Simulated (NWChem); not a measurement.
Species: C₂H₃FO₂Si; SMILES O=C1C[Si@@H](F)O1

```xyz
9

O      0.2004     2.4143    -0.3322
C      0.0345     1.2654    -0.0893
C     -1.2449     0.4156     0.0012
Si    -0.0404    -0.9379     0.4321
F      0.1770    -2.0876    -0.6766
O      1.0357     0.3693     0.2093
H     -1.7684     0.3460    -0.9638
H     -1.9453     0.7956     0.7587
H      0.0598    -1.5769     1.7577
```
Atoms are numbered in this order, from 1.

All runs: NWChem. Medium grid unless said otherwise, to which SCAN and Minnesota functionals are sensitive. Coordinates come from a PBE0/def2-SVP optimisation. Hybrids' shares of exact exchange are those that their runs print; pure functionals count as 0. The functionals differ in more than this share.

| row | share of exact exchange | highest occupied level (eV) |
|---|---|---|
| PBE/def2-SVP | 0.00 | -6.54 |
| BLYP/def2-SVP | 0.00 | -6.36 |
| TPSSh/def2-SVP | 0.10 | withheld |
| B3LYP/def2-SVP | 0.20 | -7.86 |
| M06/def2-SVP | 0.27 | -8.34 |

Q: Fit a straight line of the last column on the one before it, predict the withheld value, and compare with the run.

A: 
1. Means of the 4 shown rows: x = 0.118, y = -7.275. Slope Σ(x − x̄)(y − ȳ)/Σ(x − x̄)² = -0.4046/0.05768 = -7.014; intercept -6.451.
2. The shown rows scatter about the line by 0.064 (root mean square); the largest residual is +0.09, at BLYP/def2-SVP.
3. At x = 0.10 (TPSSh/def2-SVP; inside the shown range) the line gives -7.15.
4. The run gives -7.28, -0.13 from the line, 2.0 times the scatter.
